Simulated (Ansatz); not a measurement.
Two isomers of C3H5B: A = `BC#CC`, B = `BCC#C`.

Gas-phase electronic energies from Ansatz, PBE0-D4/def2-TZVP geometries. CCSD(T)/CBS is the MP2 limit (def2-TZVPP, def2-QZVPP) plus CCSD(T) − MP2 in def2-TZVPP, frozen cores. DFT in def2-TZVPP. B3LYP here is the variant with VWN-RPA as its local correlation; programs differ in this.

(1) Which isomer does CCSD(T)/CBS put lower? Give the gap. (Estimate.)

(2) Give E(B) − E(A) in kJ/mol with BLYP-D4, MP2/def2-TZVPP, r2SCAN-D4, HF/def2-TZVPP, B3LYP, B2PLYP, CCSD/def2-TZVPP. (Estimate.)

(3) Does the order hold for the free energy at 298.15 K (harmonic terms from PBE0-D4)? (Estimate.)

Largest T1 diagnostic: 0.013.

Answers

(1) The calculation gave: A, by 58.4 kJ/mol.

(2) Computed: BLYP-D4 72.4, MP2/def2-TZVPP 60.6, r2SCAN-D4 71.2, HF/def2-TZVPP 61.4, B3LYP 70.2, B2PLYP 66.6, CCSD/def2-TZVPP 58.0. None reverses the order clearly.

(3) The calculation gave: Yes: G(B) − G(A) = +58.8 kJ/mol. Modes under 60 cm⁻¹, often nearly free rotors, make the harmonic entropy too high.

Leaving LDA and LC-ωPBE aside and taking each functional with its dispersion term where it has one, the values, not all of them listed here, spread over 15.5 kJ/mol, from ωB97X-V to B97M-V. LDA lies −3.1 kJ/mol from PBE without D4. From r2SCAN to r2SCAN0 (25 % exact exchange), in def2-TZVPP and without D4, E(B) − E(A) moves by −4.7 kJ/mol.
